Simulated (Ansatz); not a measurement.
Isolated molecules relaxed with PBE0-D4/def2-TZVP in Ansatz; ΔE leaves out vibrations. CCSD(T)/CBS adds triple-zeta CCSD(T) − MP2 to the extrapolated MP2 energy (def2 sets, frozen cores). This one scheme is used for every species. DFT in def2-TZVPP. def2 core potentials past Kr. For Sn outer-core shells are correlated without core-valence functions, which leaves a few kJ/mol of doubt a bond. Each species was taken in one conformer, which may not be the lowest.

Consider the stannylene formation by 1,1-elimination: `[SH][SnH2][Cl]` → H₂ + `[SH][Sn][Cl]`.

`[SH][SnH2][Cl]`:

```xyz
6

S    -1.395    0.555    1.187
Sn    0.309   -0.460   -0.139
Cl    2.182    0.929   -0.160
H    -1.694    1.466    0.245
H    -0.172   -0.590   -1.764
H     0.769   -1.900    0.631
```

H₂:

Z-matrix (Å, degrees):
```
H
H 1 0.746
```

`[SH][Sn][Cl]`:

Z-matrix (Å, degrees):
```
S
Sn 1 2.427
H 1 1.344 2 93.1
Cl 2 2.379 1 96.5 3 -0.0
```

```tsv
level	ΔE (kJ/mol)
PBE0-D4	-16.0
ωB97M-V	-14.4
```

(1) What does CCSD(T)/CBS give? (Estimate.)

Largest T1 diagnostic among the species: 0.015.

Results:

(1) The calculation gave: -18.2 kJ/mol. The listed levels differ from it by 2.2, 3.8 kJ/mol.

Leaving LDA and LC-ωPBE aside and taking each functional with its dispersion term where it has one, the values, not all of them listed here, spread over 60.7 kJ/mol, from BLYP-D4 to ωB97X-V. LDA lies +33.7 kJ/mol from PBE without D4. At CCSD(T), def2-SVP lies +10.7 kJ/mol from the extrapolated value and def2-TZVPP +7.3 kJ/mol. From PBE to PBE0 (25 % exact exchange), in def2-TZVPP and without D4, ΔE moves by +21.5 kJ/mol.
